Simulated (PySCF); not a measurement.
A TDDFT job was run through a driver script with this input:

```
{"job": {"kind": "uv", "xc": "PBE0", "basis": "def2-SVPD", "nstates": 8, "ntriplets": 3}, "charge": 0, "multiplicity": 1}
C      2.624385     0.334656    -0.052895
Si     1.025821     0.002787    -1.025832
Si    -0.645281    -0.537743     0.530687
P     -1.416762     0.915962     2.053087
C     -2.240413    -0.821920    -0.554036
F     -2.606356     0.303506    -1.210915
F     -2.045942    -1.755934    -1.512047
F     -3.318730    -1.218744     0.142201
H      2.508397     1.167846     0.635332
H      2.926076    -0.531967     0.528746
H      3.444639     0.577839    -0.720887
H      1.256449    -1.074407    -1.995625
H      0.667268     1.219552    -1.772406
H     -0.569565    -1.830129     1.233985
H     -0.157810     1.258416     2.524047
H     -1.459775     1.999225     1.185146
```

Its output, with some lines taken out ([cut]) and without the SCF cycles:

```
converged SCF energy = -1299.6114396114

Static polarisability (au): isotropic 112.450, principal 93.581 111.850 131.920

Singlet excitations
state   eV       nm        f      main configurations
  1   5.8624    211.5   0.15848   H->L 0.87
[cut]
  3   6.6009    187.8   0.00637   H->L+3 0.48, H->L+2 0.43
  4   6.7934    182.5   0.03142   H->L+2 0.45, H->L+3 0.42
[cut]
[cut]
  7   7.4209    167.1   0.00714   H->L+5 0.45, H-2->L 0.26
[cut]

[cut]
```

Computed, not measured: TDDFT PBE0/def2-SVPD, vertical, gas phase, core orbitals frozen in the response (PySCF 2.14.0, density-fitted response routines). Geometry: GFN2-xTB, one conformer, isolated molecule.

Task: What stood in the cut lines?

Result: 
```
  2   6.3067    196.6   0.13492   H->L+1 0.86
  5   6.9896    177.4   0.08678   H-1->L 0.85
  6   7.3047    169.7   0.01612   H-1->L+1 0.70, H-2->L 0.21
  8   7.4521    166.4   0.08456   H->L+4 0.66, H->L+5 0.12
Triplet excitations (Tamm-Dancoff, eV): 4.8957 5.6301 5.8063
```

Task: Give the mean polarisability in Å³.

Result: 112.45 au × 0.148185 = 16.66 Å³.

Task: What is the gap between the lowest singlet and the lowest triplet?

Result: 5.8624 − 4.8957 = 0.9667 eV (full response against Tamm–Dancoff).

Task: What is the polarisability anisotropy, √(½[(α1 − α2)² + (α2 − α3)² + (α3 − α1)²])?

Result: 33.21 au.

Task: Write the structure that the coordinates describe.

Result: `C[SiH2][Si@@H](P)C(F)(F)F` (C2H8F3PSi2), point group C1.

H and L stand for HOMO and LUMO.

Shape of the structure used: `[CH3:1][SiH2:2][Si@@H:3]([PH2:4])[C:5]([F:6])([F:7])[F:8]`: C1–Si2–Si3–P4 65°, Si2–Si3–C5–F6 -63°, H–P4–Si3–Si2 -51°, H–P4–Si3–Si2 42°.
